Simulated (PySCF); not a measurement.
**C₆ coefficients of unlike pairs at UHF**

Calculated with PySCF 2.14 from the dipole response of each species, C₆(A,B) = (3/π) ∫ α_A(iu) α_B(iu) du, in atomic units, from isotropic polarisabilities. For ions this is the dispersion term alone; charge-induced terms of lower order in 1/R come first.

| species | configuration | basis | relativity | α (bohr³) | C₆ (like pair) |
| --- | --- | --- | --- | --- | --- |
| Mn⁺ | [Ar] 3d5 4s1 (7S) | aug-cc-pVTZ with one added diffuse shell each of s, p, d, f, g type (9s8p6d4f3g) | none | 40.58 | 225.0 |
| Ga | [Ar] 3d10 4s2 4p1 (2P) | aug-cc-pVTZ-DK (7s6p4d2f) | spin-free X2C | 57.45 | 503.3 |
| Zn⁺ | [Ar] 3d10 4s1 (2S) | aug-cc-pVTZ-PP with one added diffuse shell each of s, p, d, f, g type with ECP10MDF (7s7p6d4f3g) | core potential | 24.19 | 105.8 |
| S³⁺ | [Ne] 3s2 3p1 (2P) | aug-cc-pwCVQZ (10s9p7d5f3g) | none | 5.589 | 15.13 |

Task: Estimate C₆ for S³⁺ with Mn⁺.

Result: The integral gives 51.13. The combination rule 2 C_A C_B / (C_A α_B/α_A + C_B α_A/α_B) gives 48.34 and the geometric mean 58.35.

No spin-orbit coupling is included.

The other pairs:

```tsv
pair	C₆
Zn⁺, Ga	228.8
S³⁺, Ga	76.97
Ga, Mn⁺	335.1
S³⁺, Zn⁺	37.03
Zn⁺, Mn⁺	153.1
```
